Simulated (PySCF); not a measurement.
IrO4, SMILES [O]=[Ir+]1(=[O])[O][O]1, charge +1, multiplicity 1. Heavy atoms are numbered as in [Ir+:1]1(=[O:4])(=[O:5])[O:2][O:3]1.

Geometry: B3LYP-D3(BJ)/def2-SVP. The spin state was assumed, not searched. The def2 effective core potentials stand for the cores of Ir; spin–orbit coupling is left out.

These are ωB97X/def2-TZVP (PySCF) values and carry that method's errors.

Atomic charges (e), one atom of each kind:

```tsv
atom	Mulliken	Löwdin
Ir1	1.47	___
O2	-0.06	___
O4	-0.18	___
```

Fill in the missing entries. (The exact figures need the calculation; the answer reports its results.)


- Ir1, Löwdin: 1.22
- O2, Löwdin: -0.01
- O4, Löwdin: -0.10
